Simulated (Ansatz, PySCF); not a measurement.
Input for PySCF:
```python
from pyscf import gto, scf, dft

mol = gto.Mole()
mol.atom = '''
    I    -0.000000   -0.000000   -0.030036
    H     0.000000    0.000000    1.591930
'''
mol.basis = '6-311g**'
mol.charge = 1
mol.spin = 1
mol.verbose = 4
mol.build()

mf = dft.UKS(mol)
mf.xc = 'wb97x_v'
mf.grids.atom_grid = (99, 590)
mf.grids.prune = None
mf.kernel()
```

**Question.** Give the equivalent Ansatz (an electronic-structure program) input.

**Answer.** Several could match; the one computed here: 
Ansatz 0.2 input:
```yaml
crystal:
  periodic: [false, false, false]
  atoms:
    - {symbol: I, position_ang: [-0.00000000, -0.00000000, -0.03003641]}
    - {symbol: H, position_ang: [0.00000000, 0.00000000, 1.59192986]}
basis:
  gaussian:
    orbitals: 6-311G__.json
hamiltonian:
  xc: {name: wB97X-V}
total_charge: 1
magnetization: {spin_polarized: true, initial_magnetization: 1}
accuracy: high
```
The basis file holds 6-311G** in the JSON format of the Basis Set Exchange.

Both were run: PySCF gave -6919.304514 Eh and Ansatz -6919.304516 Eh, 0.002 mEh apart.
